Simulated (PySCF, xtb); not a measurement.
FGe, SMILES [F][Ge] (connectivity only; charge and spin as stated), charge +1, multiplicity 1.

Harmonic wavenumbers (cm⁻¹) from GFN2-xTB in xtb 6.7.1 at its own minimum, in rising order: 570.

Problem. What does PySCF with PBE0-D3(BJ)/def2-TZVPD give at its own minimum? (An estimate is asked for; the answer gives what the named calculation found.)

Solution. 809. Paired by order, the mean absolute difference is 240 cm⁻¹ and the zero-point energies are 0.8 and 1.2 kcal/mol.
